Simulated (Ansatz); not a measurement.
Cs2I2 was relaxed with B3LYP-D4 (def2-SVP) in Ansatz in these states: charge +1 doublet, neutral quintet, neutral singlet, neutral triplet. The geometries follow in no particular order.

In the def2 sets Cs, I take a core potential; there is no spin–orbit coupling.

A:

```xyz
4

Cs    1.035    0.832   -2.148
Cs   -1.035   -0.832    2.148
I     1.688    1.452    1.376
I    -1.688   -1.452   -1.375
```

B:

| atom | x (Å) | y (Å) | z (Å) |
| --- | --- | --- | --- |
| Cs1 | -2.186 | 0.688 | -2.600 |
| Cs2 | 2.188 | -0.687 | 2.598 |
| I3 | 0.439 | -1.430 | -0.748 |
| I4 | -0.442 | 1.428 | 0.750 |

C:

Cartesian coordinates in Å:
```
Cs 2.164 1.391 -2.260
Cs -2.164 -1.391 2.260
I 0.898 -1.412 -0.009
I -0.898 1.412 0.009
```

D:

```xyz
4

Cs    1.1209   -0.7928    2.8468
Cs   -1.1209    0.7925   -2.8469
I    -3.8151   -0.1868    1.4501
I     3.8151    0.1871   -1.4500
```

Q: Judge from the bond lengths which geometry belongs to which state (an estimate).

A: A is the neutral singlet (Cs1–Cs2 5.051 Å, Cs2–I3 3.637 Å, Cs2–I4 3.637 Å); B is the neutral triplet (Cs1–Cs2 6.931 Å, Cs2–I3 3.848 Å, Cs2–I4 3.848 Å); C is the charge +1 doublet (Cs1–Cs2 6.848 Å, Cs2–I3 3.811 Å, Cs2–I4 3.811 Å); D is the neutral quintet (Cs1–Cs2 6.321 Å, Cs2–I3 5.165 Å, Cs2–I4 5.165 Å).

At PBE0-D4/def2-TZVP a singlet lies 3.44 eV below the neutral triplet. At PBE0-D4/def2-TZVP a singlet lies 8.26 eV below the neutral quintet. These are the stationary points nearest to one start from a short search; other shapes may lie lower in each state.
